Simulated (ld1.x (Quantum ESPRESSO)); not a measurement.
**Before and after: TM potential for lanthanum**

lanthanum, norm-conserving Troullier–Martins (Kleinman–Bylander form), made with ld1.x (Quantum ESPRESSO) 7.5 (LDA (PZ), scalar-relativistic). Core [Kr] 4d10 5s2, reference 4f0 5p6 5d1.5 6s1.5 6p0. Waves: 5p (bound): rc 2.30 bohr; 5d (bound): rc 3.95 bohr; 4f (bound, empty): rc 2.00 bohr; 6s (bound): rc 3.35 bohr. Local part: the s channel. Core correction: Bessel-smoothed model core, default radius (core density twice the valence density).

Change: wave 5d (bound): rc 3.95 bohr becomes 5d (bound): rc 3.66 bohr.

Cutoffs: the cutoffs (Ry, on a coarse ladder) from which the occupation-weighted sum of valence levels, in a spherical-Bessel basis at the reference potential, stays within 10 and 1 mRy of its value at 400 Ry; they do not see the model core or the augmentation charge, which bear on the density cutoff. Errors are all-electron minus pseudo energies relative to the spin-unpolarised reference configuration.

Q: Predict the effect on cutoff, ghosts and configuration errors.

A: The potential gets neither clearly harder nor softer (21 Ry and 40 Ry → 21 Ry and 40 Ry); the p channel sets the loose cutoff, while the largest relative change is in d, which becomes harder; of the 8 tests that both files solve, the error grows in 3 and shrinks in 2 by more than 15 % and 0.3 meV (median size 6.6 → 10.3 meV); neither file shows a bound ghost.

| quantity | base | changed |
| --- | --- | --- |
| cutoff, loose | 21 Ry | 21 Ry |
| cutoff, tight | 40 Ry | 40 Ry |
| loose cutoff by channel (10 mRy a level) | p 15 Ry, d 8 Ry, s 6 Ry | p 15 Ry, d 10 Ry, s 6 Ry |
| bound ghosts | none | none |
| tests with a reliable result | 8 of 9 | 8 of 9 |
| error for 4f0 5p6 5d1 6s2 6p0, meV [ΔE -0.36 eV] | -3.1 | -4.3 |
| error for 4f0 5p6 5d1 6s1 6p0, meV [ΔE 5.80 eV] | +1.7 | +0.9 |
| error for 4f0 5p6 5d1 6s0 6p0, meV [ΔE 16.95 eV] | -13 | -13 |
| error for 4f0 5p6 5d2 6s0 6p0, meV [ΔE 5.95 eV] | -17 | -19 |
| error for 4f0 5p6 5d0 6s2 6p0, meV [ΔE 6.16 eV] | +0.5 | -14 |
| error for 4f0 5p6 5d1 6s0 6p2, meV [ΔE 4.69 eV] | -875 | -876 |
| error for 4f0 5p6 5d1.5 6s1.5 6p0 (spin-polarised), meV [ΔE -0.34 eV] | +10 | +7.3 |
| error for 4f0 5p6 5d1 6s2 6p0 (spin-polarised), meV [ΔE -0.46 eV] | -0.5 | -2.7 |

Base: The cutoffs count occupied waves only; the empty 4f level needs 90 Ry at the loose tolerance. Changed file: The cutoffs count occupied waves only; the empty 4f level needs 90 Ry at the loose tolerance.
